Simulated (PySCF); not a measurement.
A calculated (r2SCAN, PySCF 2.14, aug-cc-pwCVTZ-DK3, the spin-free X2C one-electron Hamiltonian (Gaussian nucleus)) atom or ion has these occupied shells.

| shell | electrons | orbital energy (eV) | rms radius, mean of both spins (bohr) |
| --- | --- | --- | --- |
| 1s α | 1 | -90348.8 | 0.0178 |
| 1s β | 1 | -90348.7 | 0.0178 |
| 2s β | 1 | -16262.5 | 0.0718 |
| 2s α | 1 | -16262.5 | 0.0718 |
| 2p α | 3 | -13988.9 | 0.0663 |
| 2p β | 3 | -13988.9 | 0.0663 |
| 3s α | 1 | -3939.5 | 0.183 |
| 3s β | 1 | -3939.4 | 0.183 |
| 3p α | 3 | -3283.1 | 0.186 |
| 3p β | 3 | -3283.1 | 0.186 |
| 3d α | 5 | -2587.6 | 0.170 |
| 3d β | 5 | -2587.6 | 0.170 |
| 4s α | 1 | -911.41 | 0.400 |
| 4s β | 1 | -911.37 | 0.400 |
| 4p α | 3 | -693.92 | 0.428 |
| 4p β | 3 | -693.88 | 0.428 |
| 4d α | 5 | -434.61 | 0.454 |
| 4d β | 5 | -434.55 | 0.454 |
| 5s α | 1 | -159.79 | 0.884 |
| 5s β | 1 | -159.65 | 0.884 |
| 4f α | 7 | -154.04 | 0.482 |
| 4f β | 7 | -153.97 | 0.482 |
| 5p α | 3 | -98.377 | 1.01 |
| 5p β | 3 | -98.296 | 1.01 |
| 5d α | 5 | -27.543 | 1.33 |
| 5d β | 5 | -27.279 | 1.33 |
| 6s α | 1 | -15.557 | 2.32 |
| 6s β | 1 | -13.301 | 2.32 |
| 6p α | 3 | -5.563 | 3.19 |

Name the element and its charge.

Bi (bismuth, neutral), in [Xe] 4f14 5d10 6s2 6p3, high-spin 4S determinant.
